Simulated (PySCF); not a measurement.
Species: ClGeH5OSi.
Bonds: Cl1–Si2, Si2–O3, O3–Ge4. Hydrogens: H5, H6 on Si2; H7, H8, H9 on Ge4.

Method: PySCF 2.14.0, PBE0-D3(BJ)/def2-SVP geometry optimisation, gas phase; density fitting, grid level 1; the optimiser is geomeTRIC in internal coordinates, started from a GFN2-xTB structure with every atom displaced at random (about 0.01 Å).

The end geometry, which sets the zero of energy:
```
atom  x, y, z in Å
Cl1     1.2879    1.9930   -0.5813
Si2     1.5840    0.0209    0.0092
O3      0.1357   -0.6540    0.3698
Ge4    -1.5812   -0.2473    0.0723
H5      2.4550    0.0330    1.2122
H6      2.2382   -0.6817   -1.1264
H7     -1.9168    1.0301    0.8560
H8     -2.3636   -1.4587    0.5943
H9     -1.7799   -0.0506   -1.4396
```

Question: These geometries come from the run, each turned onto the end geometry. Order them by energy, lowest first.
A.
```
atom  x, y, z in Å
Cl1     1.5052    2.0476   -0.2764
Si2     1.5874    0.0848   -0.0113
O3      0.0890   -0.5107    0.2195
Ge4    -1.5750   -0.2612    0.0333
H5      2.3083   -0.2050    1.2125
H6      2.1285   -0.5162   -1.2193
H7     -1.9165    1.0949    0.5745
H8     -2.1678   -1.3726    0.8442
H9     -1.8998   -0.3769   -1.4106
```
B.
```
atom  x, y, z in Å
Cl1     1.4920    2.1053   -0.2819
Si2     1.6117    0.0535    0.0039
O3      0.1219   -0.5664    0.2491
Ge4    -1.6352   -0.2730    0.0389
H5      2.4540   -0.1817    1.2051
H6      2.2304   -0.5132   -1.2250
H7     -1.9534    1.1241    0.5906
H8     -2.3114   -1.3863    0.8471
H9     -1.9508   -0.3776   -1.4615
```
C.
```
atom  x, y, z in Å
Cl1     1.3215    2.0648   -0.3321
Si2     1.5912    0.0346    0.0115
O3      0.1343   -0.6547    0.3042
Ge4    -1.5849   -0.2644    0.0447
H5      2.4723   -0.1181    1.1966
H6      2.2236   -0.5395   -1.2057
H7     -1.8725    1.1241    0.6359
H8     -2.3613   -1.3650    0.7793
H9     -1.8650   -0.2972   -1.4680
```
D.
```
atom  x, y, z in Å
Cl1     1.5465    2.1149   -0.2800
Si2     1.6338    0.0621   -0.0004
O3      0.1392   -0.5447    0.2376
Ge4    -1.6495   -0.2721    0.0367
H5      2.4429   -0.1950    1.2089
H6      2.2329   -0.5159   -1.2236
H7     -1.9966    1.1171    0.5867
H8     -2.2989   -1.3939    0.8559
H9     -1.9910   -0.3878   -1.4555
```
E.
```
atom  x, y, z in Å
Cl1     1.4044    2.0889   -0.2974
Si2     1.5993    0.0443    0.0081
O3      0.1238   -0.6066    0.2727
Ge4    -1.6069   -0.2703    0.0415
H5      2.4654   -0.1572    1.1984
H6      2.2268   -0.5224   -1.2163
H7     -1.9088    1.1269    0.6046
H8     -2.3368   -1.3721    0.8197
H9     -1.9081   -0.3469   -1.4650
```

Answer: C (0.004 eV), E (0.008 eV), B (0.015 eV), D (0.039 eV), A (0.334 eV).

In the order of the answer:

| step | E above end (eV) | largest force (eV/Å) | rms force component (eV/Å) | rms distance from end (Å) | rms bond change (Å) | bond most changed (Å) |
| --- | --- | --- | --- | --- | --- | --- |
| 5 | 0.004 | 0.19 | 0.047 | 0.181 | 0.003 | O3–Ge4 -0.007 |
| 4 | 0.008 | 0.19 | 0.050 | 0.217 | 0.004 | O3–Ge4 -0.011 |
| 2 | 0.015 | 0.34 | 0.088 | 0.246 | 0.003 | Si2–O3 -0.006 |
| 1 | 0.039 | 1.00 | 0.267 | 0.263 | 0.012 | O3–Ge4 +0.031 |
| 0 | 0.334 | 2.37 | 0.838 | 0.265 | 0.058 | Cl1–Si2 -0.098 |

The cost below is that of the whole optimisation. On one thread of an Arm Neoverse V1, shared host with 32 logical CPUs at a one-minute load of 15, this took 60 s of wall time and 0.42 GiB of memory at its peak.
